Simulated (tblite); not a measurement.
A geometry optimisation, step by step.

Species: C₅H₈F₃NSi.
SMILES with atom numbers: `[CH:1]#[C:2][C@@H:3]([CH3:4])[NH:5][SiH2:6][C:7]([F:8])([F:9])[F:10]` (hydrogens: H11 on C1; H12 on C3; H13, H14, H15 on C4; H16 on N5; H17, H18 on Si6)

Computed with GFN2-xTB (tblite), gas phase: L-BFGS steps from a force-field or distance-geometry start until the largest atomic force falls under 0.01 eV/Å. 6 of its 152 geometries are shown.

Step 0: E = -913.3800 eV, largest atomic force 2.683 eV/Å
```
atom  x, y, z in Å  |  force x, y, z in eV/Å
C1      2.772    2.128    0.011   -1.645  -2.005  -0.685
C2      2.049    1.188   -0.275    1.442   1.758   0.152
C3      1.194    0.032   -0.621    0.570   2.064  -0.794
C4      1.722   -1.139    0.096    1.742  -2.006   0.374
N5     -0.140    0.441   -0.286   -2.388  -0.056  -1.082
Si6    -1.433   -0.719   -0.611    1.887  -0.091  -0.162
C7     -3.033    0.165   -0.164   -0.392   0.474   1.025
F8     -3.506   -0.371    1.023   -0.096   0.736  -1.185
F9     -2.783    1.507    0.097   -0.983  -1.197  -0.456
F10    -3.991    0.012   -1.123    0.473   0.597   1.107
H11     3.368    2.959    0.237    0.051   0.028   0.073
H12     1.231   -0.151   -1.722    0.388   0.167   0.336
H13     2.812   -0.948    0.312   -0.935  -0.316  -0.129
H14     1.258   -1.372    1.064   -0.080   0.166  -0.596
H15     1.704   -2.005   -0.609   -0.190   0.288   0.966
H16    -0.344    1.311   -0.851    0.252  -0.802   1.083
H17    -1.577   -1.079   -2.026   -0.064  -0.047  -0.074
H18    -1.312   -1.953    0.172   -0.034   0.242   0.047
```

Step 30: E = -914.1243 eV, largest atomic force 0.142 eV/Å
```
atom  x, y, z in Å  |  force x, y, z in eV/Å
C1      2.692    2.203    0.014    0.043   0.037   0.038
C2      2.063    1.245   -0.328   -0.075  -0.111   0.003
C3      1.280    0.087   -0.729   -0.009  -0.003  -0.032
C4      1.706   -1.153    0.068    0.017   0.029  -0.024
N5     -0.143    0.355   -0.548    0.004  -0.043  -0.014
Si6    -1.373   -0.802   -0.716    0.084  -0.095   0.013
C7     -2.949    0.168   -0.163   -0.038  -0.022  -0.040
F8     -3.452   -0.305    0.996   -0.041   0.076  -0.001
F9     -2.764    1.494    0.022   -0.030  -0.032   0.019
F10    -3.939    0.055   -1.070   -0.089   0.044   0.019
H11     3.269    3.027    0.313   -0.027   0.011  -0.012
H12     1.474   -0.100   -1.797    0.000   0.015   0.009
H13     2.791   -1.192    0.151   -0.055  -0.019  -0.039
H14     1.277   -1.101    1.066    0.061  -0.025  -0.032
H15     1.351   -2.055   -0.429    0.024   0.105   0.092
H16    -0.356    1.300   -0.266    0.103   0.033  -0.014
H17    -1.643   -1.290   -2.071    0.043   0.064  -0.030
H18    -1.294   -1.930    0.212   -0.017  -0.065   0.045
```

Step 60: E = -914.1522 eV, largest atomic force 0.055 eV/Å
```
atom  x, y, z in Å  |  force x, y, z in eV/Å
C1      2.618    2.212    0.037    0.003   0.002  -0.006
C2      2.042    1.233   -0.339    0.021   0.017  -0.018
C3      1.284    0.058   -0.733    0.032  -0.013   0.027
C4      1.774   -1.158    0.058   -0.006  -0.024   0.025
N5     -0.135    0.316   -0.510    0.013  -0.025  -0.029
Si6    -1.387   -0.814   -0.703   -0.029   0.008  -0.022
C7     -2.970    0.195   -0.206   -0.008  -0.007   0.013
F8     -3.479   -0.219    0.973   -0.017   0.017   0.010
F9     -2.768    1.525   -0.069    0.020  -0.014  -0.007
F10    -3.969    0.065   -1.101    0.009  -0.005  -0.007
H11     3.144    3.065    0.347    0.005   0.001  -0.007
H12     1.452   -0.131   -1.804   -0.049   0.019   0.017
H13     2.843   -1.298   -0.093   -0.033   0.024   0.012
H14     1.581   -1.010    1.117    0.022   0.002  -0.003
H15     1.251   -2.051   -0.271   -0.001   0.007  -0.028
H16    -0.306    1.221   -0.096   -0.001   0.008   0.022
H17    -1.584   -1.238   -2.090    0.022   0.005  -0.007
H18    -1.399   -1.963    0.208   -0.003  -0.021   0.006
```

Step 91: E = -914.1702 eV, largest atomic force 0.037 eV/Å
```
atom  x, y, z in Å  |  force x, y, z in eV/Å
C1      2.614    2.236   -0.086   -0.009   0.002  -0.004
C2      2.002    1.249   -0.373    0.023   0.001  -0.016
C3      1.238    0.046   -0.658    0.006  -0.005  -0.010
C4      1.859   -1.150    0.070   -0.010  -0.003  -0.005
N5     -0.157    0.266   -0.299    0.015   0.000   0.000
Si6    -1.420   -0.802   -0.699    0.002  -0.009   0.024
C7     -3.010    0.231   -0.287   -0.004  -0.003   0.001
F8     -3.533   -0.088    0.917    0.002   0.000   0.016
F9     -2.807    1.564   -0.254   -0.010   0.004   0.003
F10    -4.001    0.028   -1.178   -0.001  -0.007  -0.006
H11     3.162    3.102    0.140    0.000   0.008   0.004
H12     1.268   -0.146   -1.738    0.001  -0.009  -0.016
H13     2.905   -1.252   -0.211    0.011   0.003   0.015
H14     1.797   -1.008    1.145   -0.002  -0.009   0.020
H15     1.331   -2.061   -0.201   -0.022   0.008   0.019
H16    -0.251    0.889    0.492    0.004   0.007   0.009
H17    -1.401   -1.061   -2.134   -0.020   0.018  -0.026
H18    -1.603   -2.036    0.078    0.014  -0.007  -0.028
```

Step 121: E = -914.2044 eV, largest atomic force 0.077 eV/Å
```
atom  x, y, z in Å  |  force x, y, z in eV/Å
C1      2.618    2.219   -0.295    0.006   0.003   0.027
C2      2.035    1.184   -0.437    0.053   0.035   0.017
C3      1.260   -0.038   -0.574    0.031   0.010  -0.004
C4      1.833   -1.154    0.306    0.005  -0.003   0.033
N5     -0.132    0.253   -0.267   -0.008  -0.072  -0.026
Si6    -1.411   -0.594   -0.996   -0.021  -0.068  -0.023
C7     -3.004    0.176   -0.217    0.016  -0.009  -0.029
F8     -3.208   -0.224    1.058   -0.017   0.012  -0.002
F9     -3.018    1.522   -0.186    0.007   0.036   0.009
F10    -4.105   -0.193   -0.902   -0.030  -0.005   0.030
H11     3.145    3.119   -0.179    0.015  -0.001  -0.006
H12     1.304   -0.364   -1.619   -0.048   0.006  -0.022
H13     2.862   -1.360    0.023    0.015   0.005  -0.002
H14     1.814   -0.869    1.355   -0.030   0.025  -0.020
H15     1.243   -2.059    0.174    0.003   0.027   0.013
H16    -0.240    0.747    0.608    0.014  -0.012  -0.003
H17    -1.454   -0.336   -2.435   -0.013   0.002   0.043
H18    -1.550   -2.026   -0.692    0.003   0.008  -0.036
```

Step 151: E = -914.2153 eV, largest atomic force 0.008 eV/Å
```
atom  x, y, z in Å  |  force x, y, z in eV/Å
C1      2.620    2.175   -0.376    0.001  -0.003   0.003
C2      2.020    1.145   -0.481   -0.006  -0.002   0.001
C3      1.259   -0.094   -0.549    0.000  -0.007  -0.001
C4      1.842   -1.124    0.423    0.003   0.002   0.002
N5     -0.142    0.167   -0.264    0.000  -0.004  -0.005
Si6    -1.433   -0.493   -1.150    0.000   0.000   0.001
C7     -2.988    0.141   -0.188    0.003   0.001  -0.001
F8     -3.013   -0.261    1.103    0.000   0.004   0.000
F9     -3.093    1.485   -0.153   -0.001  -0.003  -0.001
F10    -4.134   -0.308   -0.736   -0.003   0.005   0.004
H11     3.161    3.071   -0.305   -0.003   0.007  -0.001
H12     1.312   -0.485   -1.571    0.003  -0.002  -0.001
H13     2.878   -1.337    0.171   -0.001   0.001   0.000
H14     1.804   -0.738    1.440    0.000  -0.003   0.007
H15     1.264   -2.043    0.373    0.003   0.003  -0.006
H16    -0.275    0.611    0.634    0.003   0.001   0.002
H17    -1.530    0.051   -2.503   -0.002   0.003  -0.006
H18    -1.560   -1.954   -1.144    0.001  -0.001   0.003
```

Problem. Summarise the path.

Solution. The energy falls by 19.26 kcal/mol from step 0 to step 151; nine tenths of that is first reached at step 34. It rises by more than 0.2 meV at step 116. The largest force goes from 2.683 to 0.008 eV/Å. Among the bonds N5–Si6 changes most, from 1.767 to 1.699 Å; the atoms move by 0.751 Å rms after alignment.

The cost below is that of the whole relaxation. On an Arm Neoverse N1 with one thread, shared host with 64 logical CPUs at a one-minute load of 59, this took 2.1 s of wall time.
